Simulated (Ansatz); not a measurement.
System: CH₅AlO (charge 0, singlet). 
Geometry from a B3LYP-D3(BJ)/def2-TZVP (Ansatz, a first-principles code) optimisation:
```
O
C 1 1.4073
H 2 1.0935 1 109.88
H 2 1.0935 3 108.06 1 -119.88
H 2 1.0962 3 108.27 4 -117.05
Al 1 1.6892 2 134.97 3 120.61
H 6 1.5710 1 116.27 2 180.00
H 6 1.5795 7 124.86 1 -180.00
```

Total electronic energies in hartree. Valence correlation only, unless marked. No spin-orbit coupling. Non-relativistic. CBS marks a two-point X^-3 extrapolation of the correlation energy; Hartree-Fock from the larger set (for Q and 5 zeta extrapolated as (X+1)exp(-9√X)). [CCSD(T)-MP2]/basis is that difference in the basis named.

```csv
level,program,energy (Eh)
HF/aug-cc-pV(T+d)Z,Ansatz,-357.64596
PBE-D4/def2-TZVPD,Ansatz + dftd4,-358.56457
PBE0-D4/def2-TZVPD,Ansatz + dftd4,-358.59599
RI-MP2/cc-pV(T+d)Z,Ansatz,-358.14324
CCSD/cc-pVTZ,Ansatz,-358.16979
CCSD(T)/aug-cc-pV(Q+d)Z,Ansatz,-358.23985
"RI-MP2/CBS(aug-cc-pV(T+d)Z,aug-cc-pV(Q+d)Z)+[CCSD(T)-MP2]/aug-cc-pV(D+d)Z",Ansatz,-358.2674
"RI-MP2/CBS(cc-pV(T+d)Z,cc-pV(Q+d)Z)+[CCSD(T)-MP2]/cc-pV(Q+d)Z",Ansatz,-358.2615
"CCSD(T)/CBS(cc-pV(Q+d)Z,cc-pV(5+d)Z)",Ansatz,-358.2613
```

Totals of different functionals don't rank their quality; only differences between species are comparable.
